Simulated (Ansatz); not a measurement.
Consider the formal exchange of groups at the Si–Cl bond: `N[SiH](Cl)CCl` + `C=O` → `N[SiH](C=O)CCl` + HCl.

Gas-phase electronic energies from Ansatz, PBE0-D4/def2-TZVP geometries. CBS: MP2 limit from def2 TZ/QZ plus the TZ coupled-cluster correction, frozen cores. This one scheme is used for every species. DFT in def2-TZVPP. One conformer a species, not always the lowest.

`N[SiH](Cl)CCl`:

Z-matrix (Å, degrees):
```
Si
Cl 1 2.067
C 1 1.875 2 106.8
N 1 1.697 2 115.4 3 120.3
H 1 1.480 2 105.9 3 -118.9
Cl 3 1.787 1 109.9 2 73.7
H 3 1.091 1 110.8 2 -167.7
H 3 1.090 1 112.0 2 -45.8
H 4 1.009 1 118.9 2 -72.6
H 4 1.007 1 120.6 2 71.9
```

`C=O`:

Z-matrix (Å, degrees):
```
C
O 1 1.195
H 1 1.109 2 122.0
H 1 1.109 2 122.0 3 -180.0
```

`N[SiH](C=O)CCl`:

Cartesian coordinates in Å:
```
N 1.259 1.039 -0.750
Si -0.098 0.044 -0.507
C 0.678 -1.616 0.083
O 1.880 -1.727 0.138
C -1.249 0.653 0.855
Cl -2.556 -0.556 1.034
H 1.287 1.832 -1.366
H 2.166 0.620 -0.606
H -0.949 -0.170 -1.709
H 0.038 -2.473 0.390
H -0.741 0.742 1.816
H -1.715 1.611 0.622
```

HCl:

Z-matrix (Å, degrees):
```
Cl
H 1 1.279
```

CCSD(T)/CBS gives +124.8 kJ/mol.

**Question.** Another level gave +117.7 kJ/mol. Which?
A. MP2/def2-TZVPP
B. PBE0/def2-TZVPP
C. PBE-D4/def2-TZVPP
D. HF/def2-TZVPP

**Answer.** C. PBE-D4 117.7, PBE0 123.5, MP2/def2-TZVPP 130.0, HF/def2-TZVPP 136.9 kJ/mol.

Largest T1 diagnostic among the species: 0.015.

From PBE to PBE0 (25 % exact exchange), in def2-TZVPP and without D4, ΔE moves by +5.8 kJ/mol. In def2-TZVPP, CCSD(T) changes the Hartree–Fock value by −14.6 kJ/mol (the triples alone add −1.6 kJ/mol) and MP2 by −7.0 kJ/mol.
